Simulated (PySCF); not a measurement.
# Electron correlation in Cl⁺ (chlorine, charge +1)

[Ne] 3s2 3p3 4s1, high-spin 5S determinant (an excited configuration). All numbers are calculated (PySCF 2.14, the spin-free X2C one-electron Hamiltonian (Gaussian nucleus), in aug-cc-pCVTZ-DK (8s7p5d3f, 75 functions)). Frozen: [Ne]; 6 electrons correlated.

```json
{"level": "CCSD", "correlation energy (mhartree)": "-133.37"}
{"level": "(T)", "correlation energy (mhartree)": "-4.71"}
{"level": "CCSD(T)", "correlation energy (mhartree)": "-138.08"}
```

Diagnostics: T1 = 0.0083, D1 = 0.0280, largest double amplitude 0.051.

The outer electron is Rydberg-like, and this basis confines it to a smaller radius and binds it less than a complete one would.

Cost of the coupled-cluster step: about 4 core-seconds, for 6 correlated electrons.

Iterations:

```
CC2 = 0
CCSD nocc = (np.int64(5), np.int64(1)), nmo = (70, 70)
frozen orbitals [[0, 1, 2, 3, 4], [0, 1, 2, 3, 4]]
max_cycle = 100
direct = 0
conv_tol = 1e-08
conv_tol_normt = 1e-06
diis_space = 8
diis_start_cycle = 0
Init t2, MP2 energy = -0.113297626453543
Init E_corr(UCCSD) = -0.113297626456034
cycle = 1  E_corr(UCCSD) = -0.129022893411928  dE = -0.015725267  norm(t1,t2) = 0.0408282
cycle = 2  E_corr(UCCSD) = -0.132187924338025  dE = -0.00316503093  norm(t1,t2) = 0.0116079
cycle = 3  E_corr(UCCSD) = -0.133406553568643  dE = -0.00121862923  norm(t1,t2) = 0.00405192
cycle = 4  E_corr(UCCSD) = -0.133372001168831  dE = 3.45523998e-05  norm(t1,t2) = 0.000404821
cycle = 5  E_corr(UCCSD) = -0.13337306396201  dE = -1.06279318e-06  norm(t1,t2) = 4.81036e-05
cycle = 6  E_corr(UCCSD) = -0.133373098953907  dE = -3.49918963e-08  norm(t1,t2) = 1.01911e-05
cycle = 7  E_corr(UCCSD) = -0.133373277882126  dE = -1.78928219e-07  norm(t1,t2) = 2.69106e-06
cycle = 8  E_corr(UCCSD) = -0.133373291935871  dE = -1.40537454e-08  norm(t1,t2) = 5.51103e-07
cycle = 9  E_corr(UCCSD) = -0.133373284141547  dE = 7.79432405e-09  norm(t1,t2) = 1.03167e-07
UCCSD converged
E(UCCSD) = -460.1325053669947  E_corr = -0.1333732841415472
UCCSD(T) correction = -0.0047066664930581
```
